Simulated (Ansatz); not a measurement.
**A family of molecules: the dipole moment**

One atom is swapped for its congeners: C9H21B `CC(C)B(C(C)C)C(C)C`; C9H21Ga `C[CH](C)[Ga]([CH](C)C)[CH](C)C`; C9H21In `C[CH](C)[In]([CH](C)C)[CH](C)C`. The Al member is missing. All are singlets with charge 0.

Shapes, held fixed at every level: PBE0-D4/def2-TZVP. Programs: Ansatz 0.2.0. Values in D.

(1) How should the dipole moment change along the series?

## Answers

(1) At wB97M-V/def2-TZVPP the dipole moment rises at every step, from 0.00 to 0.34 D. Every level shows the same order. For atoms past krypton def2 sets carry core potentials with scalar relativity. Relativity is left out for Ga unless named. Magnitudes only: a dipole under 1 D may point either way.

```tsv
level	C9H21B	C9H21Ga	C9H21In
PBE-D4/def2-TZVPP	0.00	0.26	0.32
r2SCAN-D4/def2-TZVPP	0.00	0.26	0.31
B3LYP-D4/def2-TZVPP	0.00	0.27	0.34
wB97M-V/def2-TZVPP	0.00	0.27	0.34
```
